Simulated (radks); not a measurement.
Question: Successive ionisation energies (eV) of one element, from differences of total energies of ions in their ground configurations, starting at charge 66: 7991.5, 8123.2, 18068.9, 18437.9, 18808.6, 19180.7, 19553.3, 19925.6, 21930, 22246, 89454, 90724. All-electron calculation, scalar-relativistic Kohn-Sham, PBE, spin-unpolarised, spherical densities, point nucleus. Program: a radial shooting solver on a logarithmic mesh with Libxc functionals. Which element is it?

Answer: Platinum (Z = 78). The first species listed is Pt66+ in [Ne] 3s2, the last Pt77+ in 1s1.
